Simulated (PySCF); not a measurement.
**Two-component Hartree-Fock for W⁴¹⁺ (tungsten, charge +41)**

Start: [Ar] 3d10 4s2 4p3; 4p1/2 filled at m_j = -1/2, +1/2; 4p3/2 filled at m_j = +3/2. Calculated with PySCF 2.14 in an even-tempered Gaussian basis (16 s from 5 bohr⁻², ratio 2.8; 13 p from 6.5 bohr⁻², ratio 2.8; 8 d from 12 bohr⁻², ratio 2.8; 4 f from 29 bohr⁻², ratio 3): generalised Hartree-Fock with the X2C-1e Hamiltonian and a Gaussian nucleus; one run each with spin-orbit coupling (SO) switched off, then screened by Boettger's factors.

```csv
spinor shell,electrons,"ε, spin-free (eV)","ε, screened SO (eV)",weight of nominal j (screened SO),"rms radius, screened SO (bohr)"
1s1/2,2,-71842.2,-71816.7,1.000,0.0208
2s1/2,2,-14128.4,-14118.4,1.000,0.0837
2p1/2,2,-12603.1,-13570.3,1.000,0.0712
2p3/2,4,-12603.1,-12206.4,1.000,0.0786
3s1/2,2,-4711.0,-4706.1,1.000,0.212
3p1/2,2,-4247.6,-4467.5,1.000,0.203
3p3/2,4,-4247.6,-4152.9,1.000,0.217
3d3/2,4,-3726.9,-3764.2,1.000,0.190
3d5/2,6,-3726.9,-3695.9,1.000,0.194
4s1/2,2,-2178.2,-2176.4,1.000,0.447
4p1/2,2,-2024.4,-2083.3,0.999,0.438
4p3/2,1,-2024.4,-1989.1,1.000,0.458
```

| quantity | spin-free | screened SO |
| --- | --- | --- |
| E (hartree) | -15049.09919 | -15070.94991 |
| M_J | 3/2 | 3/2 |
| ⟨J²⟩ | 3.750 | 3.751 |
| ⟨L²⟩ | 0.000 | 2.542 |
| ⟨S²⟩ | 3.750 | 1.560 |

Each row is a mean over spinors that exchange with the open shell spreads, by up to 14.025 eV (4s1/2).

Breit and QED terms are absent; they matter most for the inner s and p1/2 levels.

Densities and radii are taken from the X2C orbitals without a picture-change correction, which distorts them close to the nucleus.

Without spin-orbit coupling the j labels of p, d and f shells carry no meaning; the spin-free column gives the mean over the occupied spinors of each nl shell.
